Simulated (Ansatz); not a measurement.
Computed with Ansatz on PBE0-D4/def2-TZVP structures; ΔE is electronic, products minus reactants. CBS: MP2 limit from def2 TZ/QZ plus the TZ coupled-cluster correction, frozen cores. This one scheme is used for every species. Functionals use def2-TZVPP. B3LYP here is the variant with VWN-RPA as its local correlation; programs differ in this. Each species was taken in one conformer, which may not be the lowest.

Reaction (ligand exchange at the Si–C bond): `C#C[SiH2]CN` + H₂S → `NC[SiH2]S` + acetylene

`C#C[SiH2]CN`:

```xyz
12

C    -1.103    1.833   -1.708
C    -0.303    1.431   -0.898
Si    0.875    0.764    0.334
C     0.181   -0.855    0.989
N    -0.086   -1.764   -0.117
H    -1.802    2.197   -2.425
H     2.186    0.565   -0.331
H     1.017    1.752    1.436
H     0.950   -1.291    1.636
H    -0.684   -0.636    1.635
H    -0.754   -1.358   -0.761
H    -0.477   -2.638    0.212
```

H₂S:

Cartesian coordinates in Å:
```
S -0.088 -0.447 0.420
H -0.501 0.825 0.316
H 0.590 -0.378 -0.736
```

`NC[SiH2]S`:

Z-matrix (Å, degrees):
```
C
Si 1 1.880
N 1 1.458 2 108.3
H 1 1.101 2 110.5 3 -127.3
H 1 1.095 2 106.8 3 117.5
S 2 2.143 1 112.3 3 173.9
H 2 1.482 1 111.3 3 -69.3
H 2 1.490 1 108.5 3 51.4
H 3 1.012 1 111.6 2 172.7
H 3 1.012 1 111.1 2 -67.6
H 6 1.344 2 94.8 1 -64.0
```

`C#C`:

Cartesian coordinates in Å:
```
C 0.170 0.573 0.023
C -0.170 -0.573 -0.023
H 0.474 1.593 0.064
H -0.474 -1.593 -0.064
```

```csv
level,ΔE (kJ/mol)
PBE-D4,-19.8
B3LYP-D4,-16.4
ωB97X-V,-19.0
B2PLYP,-16.5
PBE,-20.1
B3LYP,-16.6
HF/def2-TZVPP,-16.5
SCS-MP2/def2-TZVPP,-14.4
```

Q: What does CCSD(T)/CBS give? (An estimate is asked.)

A: Computed: -18.8 kJ/mol. The listed levels differ from it by -1.0, 2.4, -0.2, 2.3, -1.3, 2.2, 2.3, 4.4 kJ/mol.

Largest T1 diagnostic among the species: 0.013.
